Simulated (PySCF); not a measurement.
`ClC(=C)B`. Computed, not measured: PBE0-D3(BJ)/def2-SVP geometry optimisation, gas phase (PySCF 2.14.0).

```
atom  x, y, z in Å
B1     2.0388    2.2345    0.9960
C2     0.5199    2.2464    0.7218
C3    -0.5490    1.5461    0.3739
Cl4    0.4456    3.9917    1.0939
H5     2.8048    2.4847    0.0978
H6     2.4383    2.0339    2.1166
H7    -0.4351    0.4803    0.1597
H8    -1.5426    1.9917    0.2914
```

**Question.** Work out the bond lengths B1–H5, B1–H6, C2=C3, C2–Cl4, C3–H8 in Å.

**Answer.** For B1–H5 the difference vector is (0.7660, 0.2502, -0.8982) Å, of length 1.2067 Å. B1–H5 1.207; B1–H6 1.206; C2=C3 1.324; C2–Cl4 1.786; C3–H8 1.092 Å.

**Question.** How far are the heavy atoms from their best plane (unweighted least squares)?

**Answer.** 0.000 Å rms; none is more than 0.001 Å off.

**Question.** Where is the centre of mass (commonest isotopes), and what is the radius of gyration?

**Answer.** Mass 74.009 u; centre at (0.554, 2.929, 0.879) Å; Rg = √(Σ m r²/M) = 1.389 Å. As Ia + Ib + Ic = 2 Σ m r², the three principal moments sum to 285.6 u·Å².

**Question.** Give the dihedral angles H5–B1–C2–Cl4, H6–B1–C2–Cl4, Cl4–C2–C3–H7, B1–C2–C3–H8.

**Answer.** H5–B1–C2–Cl4 -88° (synclinal); H6–B1–C2–Cl4 88° (synclinal); Cl4–C2–C3–H7 180° (antiperiplanar); B1–C2–C3–H8 180° (antiperiplanar). Dihedral signs follow IUPAC: positive where, seen along the central bond, the front bond turns clockwise onto the rear one.

**Question.** Write the matrix of distances between heavy atoms (Å, lower triangle).

**Answer.** 
```
B1    0.000
C2    1.543  0.000
C3    2.749  1.324  0.000
Cl4   2.374  1.786  2.737  0.000
```

The point group is Cs within 0.08 Å; differences among equivalent distances and angles are scatter left by the optimiser. No frequency check.
